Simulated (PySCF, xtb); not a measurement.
WSCl4, SMILES [Cl][W](=[S])([Cl])([Cl])[Cl], multiplicity 1.

Harmonic wavenumbers (cm⁻¹) from GFN2-xTB (xtb) at its own minimum, in rising order: 60, 60, 121, 121, 162, 191, 192, 241, 315, 316, 316, 470.

What does r2SCAN-D4/def2-SVP (PySCF) give at its own minimum? (Estimate from the structure and the level; the computed values follow.)

58, 58, 138, 138, 192, 208, 208, 312, 393, 403, 403, 524. Paired by order, the mean absolute difference is 40 cm⁻¹ and the zero-point energies are 3.7 and 4.3 kcal/mol.
